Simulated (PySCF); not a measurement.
Exercise with solution: oscillator strength and radiative lifetime

C5H10Si, SMILES [SiH2](CC)C#CC.

Coordinates come from a TPSSh-D3(BJ)/def2-SVP optimisation. One conformer was computed; it need not be the lowest.

TDA-PBE/def2-SVPD in PySCF puts the first singlet state with f over 0.02 at 6.73 eV (vertical), with the transition dipole (0.955, -0.231, -0.139) in atomic units.

Question: Find the oscillator strength, the wavelength and the radiative lifetime that this transition would have in vacuum if emission retraced absorption.

Answer: 
|μ|² = 0.9847 au, so |μ| = 2.52 D. ΔE = 6.73/27.211 = 0.2473 hartree. f = (2/3) ΔE |μ|² = 0.162 (the program prints 0.162).
λ = 1239.84/6.73 = 184 nm; ν = 54281 cm⁻¹.
Einstein's coefficient A = 0.6670 ν² f s⁻¹ (ν in cm⁻¹) = 3.2e8 s⁻¹, so τ = 1/A = 3.1 ns. This state is S6; the lower singlets have f = 0.000, 0.019, 0.004, 0.004, 0.001. The figure is the radiative limit of this one transition; relaxation, internal conversion, crossing to triplets and a medium change what is measured.
